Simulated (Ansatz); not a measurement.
Pt(OH) (HOPt), SMILES [OH][Pt] (connectivity only; charge and spin as stated), neutral, multiplicity 2.

Geometry optimised at B3LYP-D3(BJ)/def2-TZVPD. The multiplicity is an assumed one; other spin states were not compared. The def2 effective core potentials stand for the cores of Pt; spin–orbit coupling is left out.

Two levels are set side by side: PBE/def2-TZVPD (Ansatz, a program for electronic structure) and PBE0/def2-TZVPD (Ansatz). Energy differences of separate SCF runs at the same geometry; the states with an electron removed or added have multiplicity 3 and 1. Differences are taken from unrounded values.

```
quantity                         PBE0
-------------------------------  ----
vertical ionisation energy (eV)  9.12
vertical electron affinity (eV)  1.80
```

Task: What does PBE give, and how far is it from PBE0? (The exact figures need the calculation; the answer reports its results.)

Result: 
| quantity | PBE | PBE minus PBE0 |
|---|---|---|
| vertical ionisation energy (eV) | 9.25 | 0.12 |
| vertical electron affinity (eV) | 1.90 | 0.09 |
